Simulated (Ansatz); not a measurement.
CH$_{3}$BrZn (`[CH3][Zn][Br]`) at its PBE0-D4/def2-TZVP geometry, where that method's forces vanish. Charge 0, multiplicity 1.

```xyz
6

C    -0.4022    0.6673   -0.2820
Zn    0.5343   -0.8864    0.3743
Br    1.6253   -2.6966    1.1393
H     0.2296    1.5533   -0.1977
H    -1.3132    0.8319    0.2962
H    -0.6738    0.5305   -1.3302
```

(1) What forces (eV/Å) does ωB97M-V/def2-TZVPP give on these atoms in Ansatz 0.2.0? (Estimate.)

Results:

(1) The calculation gave: 
```
C1  -0.010  0.017 -0.007
Zn2  0.021 -0.034  0.015
Br3 -0.023  0.038 -0.016
H4  -0.074 -0.062 -0.017
H5   0.074  0.006 -0.065
H6   0.013  0.035  0.091
```
